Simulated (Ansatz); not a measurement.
**Question.** Name a neutral molecule of C, Ga, I, O and H with size of the dipole moment (B3LYP/def2-TZVPP) between 2.10 and 2.40 D and HOMO energy (B3LYP/def2-TZVPP) between -7.45 and -7.15 eV (Ansatz, PBE0-D4/def2-TZVP geometry).

**Answer.** `[I][Ga]1[CH2]C[O]1` (2.29 D, -7.41 eV). Other molecules can fit too; these were computed, each in one conformer that needn't be the lowest.

B3LYP here is the variant with VWN-RPA as its local correlation; programs differ in this.
